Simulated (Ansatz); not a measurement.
One change: `FCC(F)(F)C(F)(F)C(F)F` becomes `FC(F)C(F)C(F)(F)C(F)F`.

Ansatz, PBE0-D4/def2-TZVP geometries, multiplicity 1. Each molecule was computed in one conformer, which needn't be the lowest.

```tsv
property	`FCC(F)(F)C(F)(F)C(F)F`
HOMO–LUMO gap (ωB97M-V/def2-TZVPP) / eV	15.05
HOMO–LUMO gap (PBE0/def2-TZVPP) / eV	10.60
HOMO energy (B3LYP/def2-TZVPP) / eV	-9.74
HOMO energy (PBE/def2-TZVPP) / eV	-8.12
ideal-gas entropy at 298 K and 1 bar (rigid rotor, harmonic PBE0-D4/def2-TZVP) / J/(mol·K)	428
HOMO–LUMO gap (PBE/def2-TZVPP) / eV	7.65
```

Question: What does the change do to each property? (Best estimate.)

Answer: Ansatz gave: 
```json
{"property": "HOMO–LUMO gap (ωB97M-V/def2-TZVPP) / eV", "`FC(F)C(F)C(F)(F)C(F)F`": "15.01", "shift": "-0.04"}
{"property": "HOMO–LUMO gap (PBE0/def2-TZVPP) / eV", "`FC(F)C(F)C(F)(F)C(F)F`": "10.53", "shift": "-0.07"}
{"property": "HOMO energy (B3LYP/def2-TZVPP) / eV", "`FC(F)C(F)C(F)(F)C(F)F`": "-9.83", "shift": "-0.09"}
{"property": "HOMO energy (PBE/def2-TZVPP) / eV", "`FC(F)C(F)C(F)(F)C(F)F`": "-8.20", "shift": "-0.08"}
{"property": "ideal-gas entropy at 298 K and 1 bar (rigid rotor, harmonic PBE0-D4/def2-TZVP) / J/(mol·K)", "`FC(F)C(F)C(F)(F)C(F)F`": "427", "shift": "-1"}
{"property": "HOMO–LUMO gap (PBE/def2-TZVPP) / eV", "`FC(F)C(F)C(F)(F)C(F)F`": "7.57", "shift": "-0.08"}
```

With PBE0 the HOMO falls by 0.09 eV and the LUMO falls by 0.17 eV, so the gap narrows by about 0.08 eV. PBE moves the HOMO by -0.08 eV and ωB97M-V by -0.10 eV. Modes under 60 cm⁻¹, often nearly free rotors, make the harmonic entropy too high.

B3LYP here is the variant with VWN-RPA as its local correlation; programs differ in this.
